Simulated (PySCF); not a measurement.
K (SMILES [K]), doublet; DF-BLYP/def2-SVP in PySCF.

Input for PySCF:
```python
from pyscf import gto, scf, dft

mol = gto.M(
    atom='''
K     0.00000000    0.00000000    0.00000000
''',
    basis='def2-svp',
    spin=1,
    verbose=4,
)

mf = dft.UKS(mol)
mf.xc = 'blyp'
mf = mf.density_fit(auxbasis='def2-universal-jkfit')
mf.kernel()
mf.analyze()
```

The log (banner, timings and long lists left out):

```
PySCF version 2.14.0

[INPUT] verbose = 4
[INPUT] num. atoms = 1
[INPUT] num. electrons = 19
[INPUT] charge = 0
[INPUT] spin (= nelec alpha-beta = 2S) = 1
[INPUT] symmetry False subgroup None
[INPUT] Mole.unit = angstrom
[INPUT] Symbol           X                Y                Z      unit          X                Y                Z       unit  Magmom
[INPUT]  1 K      0.000000000000   0.000000000000   0.000000000000 AA    0.000000000000   0.000000000000   0.000000000000 Bohr   0.0

nuclear repulsion = 0
number of shells = 10
number of NR pGTOs = 51
number of NR cGTOs = 24
basis = def2-svp
ecp = {}

******** <class 'pyscf.df.df_jk.DFUKS'> ********
method = DFUKS
initial guess = minao
damping factor = 0
level_shift factor = 0
DIIS = <class 'pyscf.scf.diis.CDIIS'>
diis_start_cycle = 1
diis_space = 8
diis_damp = 0
SCF conv_tol = 1e-09
SCF conv_tol_grad = None
SCF max_cycles = 50
direct_scf = False
number electrons alpha = 10  beta = 9
XC library pyscf.dft.libxc version 7.1.2
    S. Lehtola, C. Steigemann, M. J. T. Oliveira, and M. A. L. Marques,  SoftwareX 7, 1–5 (2018)
XC functionals = blyp
    A. D. Becke,  Phys. Rev. A 38, 3098 (1988)
    C. Lee, W. Yang, and R. G. Parr,  Phys. Rev. B 37, 785 (1988)
    B. Miehlich, A. Savin, H. Stoll, and H. Preuss,  Chem. Phys. Lett. 157, 200 (1989)
radial grids:
    Treutler-Ahlrichs [JCP 102, 346 (1995); DOI:10.1063/1.469408] (M4) radial grids

becke partition: Becke, JCP 88, 2547 (1988); DOI:10.1063/1.454033
pruning grids: <function nwchem_prune>
grids dens level: 3
symmetrized grids: False
atomic radii adjust function: <function treutler_atomic_radii_adjust>
small_rho_cutoff = 0
Set gradient conv threshold to 3.16228e-05
tot grids = 20040
init E= -599.790656573675

cycle= 1 E= -599.828353244742  delta_E= -0.0377  |g|= 0.00302  |ddm|= 0.928
cycle= 2 E= -599.828381222524  delta_E= -2.8e-05  |g|= 0.000538  |ddm|= 0.0837
cycle= 3 E= -599.828381596845  delta_E= -3.74e-07  |g|= 1.6e-05  |ddm|= 0.00393
cycle= 4 E= -599.828381597181  delta_E= -3.36e-10  |g|= 5.26e-07  |ddm|= 0.000164
Extra cycle  E= -599.828381597181  delta_E= -6.82e-13  |g|= 9.08e-08  |ddm|= 4.99e-06
converged SCF energy = -599.828381597181  <S^2> = 0.75001005  2S+1 = 2.00001
**** SCF Summaries ****
Total Energy =                        -599.828381597181306
Nuclear Repulsion Energy =               0.000000000000000
One-electron Energy =                 -823.686300202546249
Two-electron Energy =                  223.857918605364944
Two-electron Coulomb Energy =          257.276610342233198
DFT Exchange-Correlation Energy =      -33.418691736868269
**** MO energy ****
                             alpha | beta                alpha | beta
MO #1   energy= -128.882969377198  | -128.882418334268  occ= 1 | 1
MO #2   energy= -12.8905498529268  | -12.8899760434022  occ= 1 | 1
MO #3   energy= -10.3095414820097  | -10.3089745424494  occ= 1 | 1
MO #4   energy= -10.3095414820097  | -10.3089745424494  occ= 1 | 1
MO #5   energy= -10.3095414820096  | -10.3089745424494  occ= 1 | 1
MO #6   energy= -1.28865500377037  | -1.28695441223101  occ= 1 | 1
MO #7   energy= -0.694575132907528 | -0.692655897768166 occ= 1 | 1
MO #8   energy= -0.694575132907526 | -0.692655897768164 occ= 1 | 1
MO #9   energy= -0.694575132907525 | -0.692655897768163 occ= 1 | 1
MO #10  energy= -0.0896913293076049 | -0.0675295035187838 occ= 1 | 0
MO #11  energy= -0.0221410961781735 | 0.00316491416377867 occ= 0 | 0
MO #12  energy= -0.0221410961781711 | 0.00316491416378034 occ= 0 | 0
MO #13  energy= -0.0221410961781654 | 0.00316491416378725 occ= 0 | 0
MO #14  energy= 0.00662501648044407 | 0.0168478935105371 occ= 0 | 0
MO #15  energy= 0.0917204661123574 | 0.107532668681906  occ= 0 | 0
MO #16  energy= 0.0917204661123596 | 0.107532668681908  occ= 0 | 0
MO #17  energy= 0.0917204661123614 | 0.10753266868191   occ= 0 | 0
MO #18  energy= 0.0917204661123617 | 0.107532668681911  occ= 0 | 0

To work with the spin densities directly, `use mulliken_meta_spin()` only printing them here.

 ** Mulliken spin pop alpha/beta on meta-lowdin orthogonal AOs **
 ** Mulliken Spin Density (per AO)  **
spin_pop of  0 K 1s        0.00000
spin_pop of  0 K 2s        0.00003
spin_pop of  0 K 3s        0.00045
spin_pop of  0 K 4s        0.99522
spin_pop of  0 K 5s        0.00430
spin_pop of  0 K 2px      -0.00000
spin_pop of  0 K 2py      -0.00000
spin_pop of  0 K 2pz      -0.00000
spin_pop of  0 K 3px      -0.00003
spin_pop of  0 K 3py      -0.00003
spin_pop of  0 K 3pz      -0.00003
spin_pop of  0 K 4px       0.00003
spin_pop of  0 K 4py       0.00003
spin_pop of  0 K 4pz       0.00003
spin_pop of  0 K 3dxy      0.00000
spin_pop of  0 K 3dyz      0.00000
spin_pop of  0 K 3dz^2     0.00000
spin_pop of  0 K 3dxz     -0.00000
spin_pop of  0 K 3dx2-y2    0.00000
spin_pop of  0 K 4dxy      0.00000
spin_pop of  0 K 4dyz      0.00000
spin_pop of  0 K 4dz^2     0.00000
spin_pop of  0 K 4dxz      0.00000
spin_pop of  0 K 4dx2-y2    0.00000
 ** Mulliken Spin Density (per atom)  **
spin density of  0 K =      1.00000
 ** Mulliken pop alpha/beta on meta-lowdin orthogonal AOs **
 ** Mulliken pop       alpha | beta **
pop of  0 K 1s        1.00000 | 1.00000
pop of  0 K 2s        1.00000 | 0.99996
pop of  0 K 3s        1.00000 | 0.99955
pop of  0 K 4s        0.99570 | 0.00048
pop of  0 K 5s        0.00431 | 0.00001
pop of  0 K 2px       1.00000 | 1.00000
pop of  0 K 2py       1.00000 | 1.00000
pop of  0 K 2pz       1.00000 | 1.00000
pop of  0 K 3px       0.99992 | 0.99995
pop of  0 K 3py       0.99992 | 0.99995
pop of  0 K 3pz       0.99992 | 0.99995
pop of  0 K 4px       0.00008 | 0.00005
pop of  0 K 4py       0.00008 | 0.00005
pop of  0 K 4pz       0.00008 | 0.00005
pop of  0 K 3dxy      0.00000 | 0.00000
pop of  0 K 3dyz      0.00000 | 0.00000
pop of  0 K 3dz^2     0.00000 | 0.00000
pop of  0 K 3dxz      0.00000 | 0.00000
pop of  0 K 3dx2-y2    0.00000 | 0.00000
pop of  0 K 4dxy      0.00000 | 0.00000
pop of  0 K 4dyz      0.00000 | 0.00000
pop of  0 K 4dz^2     0.00000 | 0.00000
pop of  0 K 4dxz      0.00000 | 0.00000
pop of  0 K 4dx2-y2    0.00000 | 0.00000
In total            10.00000 | 9.00000
 ** Mulliken atomic charges   ( Nelec_alpha | Nelec_beta ) **
charge of  0K =      0.00000  (    10.00000      9.00000 )
Dipole moment(X, Y, Z, Debye):  0.00000,  0.00000,  0.00000
```
